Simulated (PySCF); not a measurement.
SnF2, SMILES [F][Sn][F] (connectivity only; charge and spin as stated), neutral, multiplicity 1. Geometry: TPSSh-D3(BJ)/def2-TZVP. The isomer is the one that the SMILES or the coordinates give; other isomers of the formula were not compared. The def2 effective core potentials stand for the cores of Sn; spin–orbit coupling is left out.

Method: PySCF with TPSSh-D3(BJ)/def2-TZVP.

Harmonic wavenumbers (cm⁻¹): 188, 580, 598. Rotational constants (GHz): 10.42, 6.381, 3.958; symmetry number 2.

Problem. Work out the zero-point energy and the ideal-gas rigid-rotor harmonic-oscillator thermochemistry at 298.15 K and 1 atm.

Solution. ZPE = ½ Σ hcν = ½ × 1366 cm⁻¹ = 8.17 kJ/mol. H − E(el) = 20.48 kJ/mol. Entropy in J/(mol K): translation 171.78, rotation 97.23, vibration 13.33, total 282.34. G − E(el) = -63.70 kJ/mol. Cp = 49.86 J/(mol K).
